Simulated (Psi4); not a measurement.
CaCl (SMILES [Cl][Ca]), doublet, at a GFN2-xTB geometry (such geometries of metal compounds can be far from the true shape) (the spin is typed, not shown lowest); CAM-B3LYP/6-311G** (Psi4).

Psi4 was given this input:
```
memory 2 GB

molecule {
0 2
Ca   -0.00000000   -0.00000000   -1.08674836
Cl    0.00000000    0.00000000    1.27852748
}

set {
  basis 6-311g**
  reference uks
  d_convergence 1e-8
}

energy('cam-b3lyp')
print_variables()
```

Predict the main parts of the log of this Psi4 run.


```
   => Loading Basis Set <=

    Name: 6-311G**
    Role: ORBITAL
    Keyword: BASIS

         ---------------------------------------------------------
                                   SCF
               by Justin Turney, Rob Parrish, Andy Simmonett
                          and Daniel G. A. Smith
                              UKS Reference
         ---------------------------------------------------------

  ==> Geometry <==

    Molecular point group: c2v
    Full point group: C_inf_v

    Geometry (in Angstrom), charge = 0, multiplicity = 2:

       Center              X                  Y                   Z               Mass
    ------------   -----------------  -----------------  -----------------  -----------------
         CA           0.000000000000     0.000000000000    -1.103822087073    39.962590863000
         CL           0.000000000000     0.000000000000     1.261453752927    34.968852682000

  Running in c2v symmetry.

  Rotational constants: A = ************  B =      0.16157  C =      0.16157 [cm^-1]
  Rotational constants: A = ************  B =   4843.76079  C =   4843.76079 [MHz]
  Nuclear repulsion =   76.067344275498968

  Charge       = 0
  Multiplicity = 2
  Electrons    = 37
  Nalpha       = 19
  Nbeta        = 18

  ==> Algorithm <==

  SCF Algorithm Type is DF.
  DIIS enabled.
  MOM disabled.
  Fractional occupation disabled.
  Guess Type is SAD.
  Energy threshold   = 1.00e-06
  Density threshold  = 1.00e-08
  Integral threshold = 1.00e-12

  ==> Primary Basis <==

  Basis Set: 6-311G**
    Blend: 6-311G**
    Number of shells: 29
    Number of basis functions: 65
    Number of Cartesian functions: 68
    Spherical Harmonics?: true
    Max angular momentum: 2

  ==> DFT Potential <==

   => LibXC <=

    Version 7.1.2
    S. Lehtola, C. Steigemann, M. J. T. Oliveira, and M. A. L. Marques,  SoftwareX 7, 1–5 (2018) (10.1016/j.softx.2017.11.002)

   => Composite Functional: CAM-B3LYP <=

    CAM-B3LYP Hyb-GGA Exchange-Correlation Functional

    T. Yanai, D. P. Tew, and N. C. Handy,  Chem. Phys. Lett. 393, 51 (2004) (10.1016/j.cplett.2004.06.011)

    Deriv               =              1
    GGA                 =           TRUE
    Meta                =          FALSE

    Exchange Hybrid     =           TRUE
    MP2 Hybrid          =          FALSE

   => Exchange Functionals <=

    0.3500         Becke 88 [omega = 0.3300]
    0.4600   Short-range recipe for B88 functional - erf [omega = 0.3300]

   => Exact (HF) Exchange <=

[...]
   @S^2 Expected:                7.500000000E-01
   @S^2 Observed:                7.502028316E-01
   @S   Expected:                5.000000000E-01
   @S   Observed:                5.000000000E-01

    Orbital Energies [Eh]
    ---------------------

    Alpha Occupied:

[...]
      11A1    -0.196967

    Alpha Virtual:

[...]
      32A1   317.203344

    Beta Occupied:

[...]
    Beta Virtual:

[...]
    Final Occupation by Irrep:
             A1    A2    B1    B2
    DOCC [    10,    0,    4,    4 ]
    SOCC [     1,    0,    0,    0 ]
    NA   [    11,    0,    4,    4 ]
    NB   [    10,    0,    4,    4 ]

  @DF-UKS Final Energy: -1137.89994742519912

   => Energetics <=

    Nuclear Repulsion Energy =             76.0673442754989679
    One-Electron Energy =               -1715.6249296251928627
    Two-Electron Energy =                 551.1791830099625713
    DFT Exchange-Correlation Energy =     -49.5215450854678778
    Empirical Dispersion Energy =           0.0000000000000000
    VV10 Nonlocal Energy =                  0.0000000000000000
    Total Energy =                      -1137.8999474251991160

  UHF NO Occupations:
  HONO-2 :    4 B1 1.9999837
  HONO-1 :   10 A1 1.9999468
  HONO-0 :   11 A1 1.0000000
  LUNO+0 :   12 A1 0.0000532
  LUNO+1 :    5 B1 0.0000163
  LUNO+2 :    5 B2 0.0000163
  LUNO+3 :   13 A1 0.0000112

Computation Completed

Properties will be evaluated at   0.000000,   0.000000,   0.000000 [a0]

Properties computed using the SCF density matrix

 Multipole Moments:

 ------------------------------------------------------------------------------------
     Multipole            Electronic (a.u.)      Nuclear  (a.u.)        Total (a.u.)
 ------------------------------------------------------------------------------------

 L = 1.  Multiply by 2.5417464519 to convert [e a0] to [Debye]
 Dipole X            :          0.0000000            0.0000000            0.0000000
 Dipole Y            :          0.0000000            0.0000000            0.0000000
 Dipole Z            :         -0.5017139           -1.1937928           -1.6955067
 Magnitude           :                                                    1.6955067

 ------------------------------------------------------------------------------------

  Variable Map:
  ----------------------------------------------------------------------------
[...]
  Array Variable Map:
  ----------------------------------------------------------------------------
[...]
[...]
```
